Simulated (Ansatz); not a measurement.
`[F][GeH]([Cl])[Br]` + CH₃OH → `C[O][GeH]([F])[Cl]` + HBr  (ligand exchange at a Ge–Br bond)

Calculated with Ansatz (gas phase, PBE0-D4/def2-TZVP geometries, no zero-point term in ΔE). CCSD(T)/CBS adds triple-zeta CCSD(T) − MP2 to the extrapolated MP2 energy (def2 sets, frozen cores). This one scheme is used for every species. DFT in def2-TZVPP. HSE06 is defined as in plane-wave codes. For Br, Ge outer-core shells are correlated without core-valence functions, which leaves a few kJ/mol of doubt a bond. Scalar relativity is left out up to krypton. One conformer a species, not always the lowest.

`[F][GeH]([Cl])[Br]`:

Cartesian coordinates in Å:
```
F 0.835 0.884 1.234
Ge -0.117 0.025 0.086
Cl -0.130 1.201 -1.678
Br 0.932 -1.953 -0.296
H -1.520 -0.157 0.654
```

CH₃OH:

```xyz
6

C    -0.274   -0.211    0.084
O     0.378    0.981   -0.288
H    -1.339    0.015    0.155
H     0.060   -0.583    1.061
H    -0.144   -1.009   -0.657
H     1.319    0.806   -0.354
```

`C[O][GeH]([F])[Cl]`:

Cartesian coordinates in Å:
```
C -0.897 -0.588 0.946
O -0.279 -0.757 -0.316
Ge 0.908 0.378 -0.905
F 1.029 0.019 -2.579
Cl 0.167 2.370 -0.718
H -0.176 -0.669 1.768
H -1.411 0.376 1.020
H -1.633 -1.385 1.054
H 2.291 0.257 -0.270
```

HBr:

```xyz
2

Br   -0.508   -0.414   -0.273
H     0.508    0.414    0.273
```

```tsv
level	ΔE (kJ/mol)	difference from CCSD(T)/CBS
PBE0-D4	44.7	8.9
r2SCAN0-D4	40.9	5.1
BHLYP-D4	39.7	3.9
B2PLYP	36.3	0.5
HSE06	46.3	10.5
CAM-B3LYP	34.3	-1.5
LC-ωPBE	38.1	2.3
CCSD/def2-TZVPP	31.7	-4.1
HF/CBS(def2)	37.1	1.3
CCSD/CBS(def2)	36.6	0.8
CCSD(T)/CBS	35.8	0
```

Largest T1 diagnostic among the species: 0.012.

At CCSD(T), def2-SVP lies −12.7 kJ/mol from the extrapolated value and def2-TZVPP −4.9 kJ/mol. Leaving LDA and LC-ωPBE aside and taking each functional with its dispersion term where it has one, the values, not all of them listed here, spread over 12.0 kJ/mol, from CAM-B3LYP-D4 to HSE06-D4. LDA lies −8.2 kJ/mol from PBE without D4. In def2-TZVPP, CCSD(T) changes the Hartree–Fock value by −7.5 kJ/mol (the triples alone add −0.9 kJ/mol) and MP2 by −4.7 kJ/mol.
